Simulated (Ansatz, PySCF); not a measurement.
Ways to break one bond of C[SiH](C)[SiH2]Cl:

A. C[SiH](C)[SiH2]Cl → C[Si](C)[SiH2]Cl + H atom
B. C[SiH](C)[SiH2]Cl → C[SiH](C)[SiH2] + Cl atom
C. C[SiH](C)[SiH2]Cl -> C[SiH](C)[SiH]Cl + H atom
D. C[SiH](C)[SiH2]Cl → [SiH2]Cl + C[SiH]C

Quantity: bond dissociation energy (enthalpy at 298 K, with B3LYP-D3(BJ) rigid-rotor harmonic-oscillator terms from PySCF), kcal/mol. Each molecule is optimised on its own at B3LYP-D3(BJ)/def2-TZVP (Ansatz, a quantum-chemistry and plane-wave program), one conformer each, not searched for the lowest. Valence correlation only, unless marked. Open shells are spin-unrestricted. No spin-orbit coupling. Non-relativistic. Basis-set limits of correlation are two-point, X^-3; Hartree-Fock from the larger set.

```
   revPBE/def2-TZVPD (Ansatz)  PBE0-D4/def2-TZVP (Ansatz + dftd4)  MP2/cc-pV(T+d)Z (Ansatz)  CCSD(T)/CBS(cc-pV(T+d)Z,cc-pV(Q+d)Z) (Ansatz)
-  --------------------------  ----------------------------------  ------------------------  ---------------------------------------------
A                        82.9                                86.1                      87.9                                           91.4
B                        99.0                               104.9                     108.3                                          108.0
C                        80.4                                83.3                      85.3                                           88.9
D                        67.2                                75.7                      77.2                                           79.2
```
